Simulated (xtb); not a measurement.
Input for xtb: GFN2-xTB on BF2HSe (SMILES FB(F)[SeH]), a point of a torsion scan.

```
$ xtb mol.xyz --gfn 2 --opt vtight --chrg 0 --uhf 0 --input xcontrol
5

F     -1.28679552     1.29388432     0.05251909
B     -0.65314349     0.00567866    -0.18676970
F     -1.53647868    -1.14687282    -0.08226167
Se     1.18551230    -0.22294005     0.61683798
H      1.23101993    -1.38629612     1.61032069
$constrain
  force constant=1.0
  dihedral: 1,2,4,5,120.0
$end
```

Program output:

```
[...]
           -------------------------------------------------
          |                Calculation Setup                |
           -------------------------------------------------



           -------------------------------------------------
          |                 G F N 2 - x T B                 |
           -------------------------------------------------

        Reference                      10.1021/acs.jctc.8b01176
      * Hamiltonian:
        H0-scaling (s, p, d)           1.850000    2.230000    2.230000
        zeta-weighting                 0.500000
      * Dispersion:
        s8                             2.700000
        a1                             0.520000
        a2                             5.000000
        s9                             5.000000
      * Repulsion:
        kExp                           1.500000    1.000000
        rExp                           1.000000
      * Coulomb:
        alpha                          2.000000
        third order                    shell-resolved
        anisotropic                    true
        a3                             3.000000
        a5                             4.000000
        cn-shift                       1.200000
        cn-exp                         4.000000
        max-rad                        5.000000


          ...................................................
          :                      SETUP                      :
          :.................................................:
          :  # basis functions                  23          :
          :  # atomic orbitals                  22          :
          :  # shells                           10          :
          :  # electrons                        24          :
          :  max. iterations                   250          :
          :  Hamiltonian                  GFN2-xTB          :
          :  restarted?                      false          :
          :  GBSA solvation                  false          :
          :  PC potential                    false          :
          :  electronic temp.          300.0000000     K    :
          :  accuracy                    1.0000000          :
          :  -> integral cutoff          0.2500000E+02      :
          :  -> integral neglect         0.1000000E-07      :
          :  -> SCF convergence          0.1000000E-05 Eh   :
          :  -> wf. convergence          0.1000000E-03 e    :
          :  Broyden damping             0.4000000          :
          :  net charge                          0          :
          :  unpaired electrons                  0          :
          ...................................................

 iter      E             dE          RMSdq      gap      omega  full diag
   1    -14.1866567 -0.141867E+02  0.991E+00    4.48       0.0  T
   2    -14.2222021 -0.355454E-01  0.984E+00    1.40       1.0  T
   3    -14.4352853 -0.213083E+00  0.501E+00    2.89       1.0  T
   4    -14.4558534 -0.205681E-01  0.242E+00    2.30       1.0  T
   5    -14.4554188  0.434693E-03  0.870E-01    2.48       1.0  T
   6    -14.4564911 -0.107236E-02  0.270E-01    2.36       1.0  T
   7    -14.4565196 -0.284329E-04  0.164E-01    2.41       1.0  T
   8    -14.4565731 -0.535563E-04  0.224E-02    2.39       2.0  T
   9    -14.4565728  0.320824E-06  0.131E-02    2.39       3.4  T
  10    -14.4565731 -0.311175E-06  0.557E-03    2.39       8.0  T
  11    -14.4565731 -0.515541E-07  0.197E-03    2.39      22.7  T
  12    -14.4565732 -0.834448E-08  0.418E-04    2.39     107.0  T
  13    -14.4565732 -0.309779E-09  0.109E-04    2.39     411.7  T

   *** convergence criteria satisfied after 13 iterations ***

         #    Occupation            Energy/Eh            Energy/eV
      -------------------------------------------------------------
         1        2.0000           -0.8311038             -22.6155
       ...           ...                  ...                  ...
         6        2.0000           -0.5487169             -14.9313
         7        2.0000           -0.5448579             -14.8263
         8        2.0000           -0.5221735             -14.2091
         9        2.0000           -0.5182620             -14.1026
        10        2.0000           -0.5026667             -13.6783
        11        2.0000           -0.4576935             -12.4545
        12        2.0000           -0.4163093             -11.3284 (HOMO)
        13                         -0.3284792              -8.9384 (LUMO)
        14                         -0.2294895              -6.2447
        15                         -0.1499154              -4.0794
        16                         -0.0346979              -0.9442
        17                         -0.0038627              -0.1051
       ...                                ...                  ...
        22                          0.7204379              19.6041
      -------------------------------------------------------------
                  HL-Ga
[...]
   -0.4651270             -12.6568
        12        2.0000           -0.4094272             -11.1411 (HOMO)
        13                         -0.2746047              -7.4724 (LUMO)
        14                         -0.2105506              -5.7294
        15                         -0.1032755              -2.8103
        16                         -0.0302417              -0.8229
        17                          0.0149060               0.4056
       ...                                ...                  ...
        22                          0.9202135              25.0403
      -------------------------------------------------------------
                  HL-Gap            0.1348225 Eh            3.6687 eV
             Fermi-level           -0.3420160 Eh           -9.3067 eV

 SCC (total)                   0 d,  0 h,  0 min,  0.002 sec
 SCC setup                      ...        0 min,  0.000 sec (  2.360%)
 Dispersion                     ...        0 min,  0.000 sec (  0.504%)
 classical contributions        ...        0 min,  0.000 sec (  0.237%)
 integral evaluation            ...        0 min,  0.001 sec ( 29.566%)
 iterations                     ...        0 min,  0.000 sec ( 20.803%)
 molecular gradient             ...        0 min,  0.001 sec ( 42.914%)
 printout                       ...        0 min,  0.000 sec (  3.204%)

         :::::::::::::::::::::::::::::::::::::::::::::::::::::
         ::                     SUMMARY                     ::
         :::::::::::::::::::::::::::::::::::::::::::::::::::::
         :: total energy             -14.481824890718 Eh    ::
         :: gradient norm              0.000021586937 Eh/a0 ::
         :: HOMO-LUMO gap              3.668707888404 eV    ::
         ::.................................................::
         :: SCC energy               -14.528431165864 Eh    ::
         :: -> isotropic ES            0.057391424500 Eh    ::
         :: -> anisotropic ES         -0.001571347607 Eh    ::
         :: -> anisotropic XC         -0.004057609020 Eh    ::
         :: -> dispersion             -0.002044878705 Eh    ::
         :: repulsion energy           0.046507706369 Eh    ::
         :: add. restraining           0.000098568777 Eh    ::
         :: total charge              -0.000000000000 e     ::
         :::::::::::::::::::::::::::::::::::::::::::::::::::::

           -------------------------------------------------
          |                Property Printout                |
           -------------------------------------------------

    * Orbital Energies and Occupations

         #    Occupation            Energy/Eh            Energy/eV
      -------------------------------------------------------------
         1        2.0000           -0.8651160             -23.5410
         2        2.0000           -0.8593714             -23.3847
         3        2.0000           -0.7684345             -20.9102
         4        2.0000           -0.6041491             -16.4397
         5        2.0000           -0.5851451             -15.9226
         6        2.0000           -0.5821018             -15.8398
         7        2.0000           -0.5742126             -15.6251
         8        2.0000           -0.5475880             -14.9006
         9        2.0000           -0.5394904             -14.6803
        10        2.0000           -0.5019562             -13.6589
        11        2.0000           -0.4651270             -12.6568
        12        2.0000           -0.4094272             -11.1411 (HOMO)
        13                         -0.2746047              -7.4724 (LUMO)
        14                         -0.2105506              -5.7294
        15                         -0.1032755              -2.8103
        16                         -0.0302417              -0.8229
        17                          0.0149060               0.4056
        18                          0.0602119               1.6384
        19                          0.3762980              10.2396
        20                          0.4480835              12.1930
        21                          0.5167851              14.0624
        22                          0.9202135              25.0403
      -------------------------------------------------------------
                  HL-Gap            0.1348225 Eh            3.6687 eV
             Fermi-level           -0.3420160 Eh           -9.3067 eV

     #   Z          covCN         q      C6AA      α(0)
     1   9 F        0.728    -0.237    11.633     4.028
     2   5 B        2.343     0.552    20.086     8.580
     3   9 F        0.729    -0.244    11.711     4.041
     4  34 Se       1.835    -0.243   243.962    27.217
     5   1 H        0.925     0.172     1.253     1.751

 Mol. C6AA /au·bohr⁶  :        766.821541
 Mol. C8AA /au·bohr⁸  :      36293.031108
 Mol. α(0) /au        :         45.616938


Wiberg/Mayer (AO) data.
largest (>0.10) Wiberg bond orders for each atom
Note: The following floating-point exceptions are signalling: IEEE_DENORMAL
normal termination of xtb

 ---------------------------------------------------------------------------
     #   Z sym  total        # sym  WBO       # sym  WBO       # sym  WBO
 ---------------------------------------------------------------------------
     1   9 F    1.215 --     2 B    1.124
     2   5 B    3.300 --     1 F    1.124     3 F    1.112     4 Se   1.038
     3   9 F    1.203 --     2 B    1.112
     4  34 Se   2.042 --     2 B    1.038     5 H    0.937
     5   1 H    0.970 --     4 Se   0.937
 ---------------------------------------------------------------------------

Topologies differ in total number of bonds
Writing topology from bond orders to xtbtopo.mol

molecular dipole:
                 x           y           z       tot (Debye)
 q only:        0.296      -0.317       0.344
   full:       -0.331      -0.254       0.108       1.096
molecular quadrupole (traceless):
                xx          xy          yy          xz          yz          zz
 q only:       -2.991      -0.821      -0.356       0.442      -1.871       3.347
  q+dip:       -5.980      -0.134       0.489      -1.155      -2.084       5.491
   full:       -5.796      -0.241      -0.295      -1.052      -2.989       6.091

           -------------------------------------------------
          |                Geometry Summary                 |
           -------------------------------------------------

      molecular mass/u    :      128.7751637
   center of mass at/Å    :        0.3243678      -0.1709293       0.3017872
  moments of inertia/u·Å² :        0.4871120E+02   0.1922544E+03   0.2382017E+03
rotational constants/cm⁻¹ :        0.3460730E+00   0.8768398E-01   0.7077040E-01

 * 4 selected distances

     #   Z          #   Z                                           value/Å
     1   9 F        2   5 B                                       1.3064627 (min)
     2   5 B        3   9 F                                       1.3101715
     2   5 B        4  34 Se                                      1.9440122 (max)
     4  34 Se       5   1 H                                       1.4393822

 * 3 distinct bonds (by element types)

   Z      Z             #   av. dist./Å        max./Å        min./Å
   5 B    9 F           2     1.3083171     1.3101715     1.3064627
   1 H   34 Se          1     1.4393822     1.4393822     1.4393822
   5 B   34 Se          1     1.9440122     1.9440122     1.9440122


optimized geometry written to: xtbopt.xyz


           -------------------------------------------------
          | TOTAL ENERGY              -14.481824890718 Eh   |
          | GRADIENT NORM               0.000021586937 Eh/α |
          | HOMO-LUMO GAP               3.668707888404 eV   |
           -------------------------------------------------

------------------------------------------------------------------------
------------------------------------------------------------------------
 total:
 SCF:
 ANC optimizer:
```

The run finished.

Warnings raised: the energy holds the restraint's term.

Cost: around 0.06 core-seconds (rough).
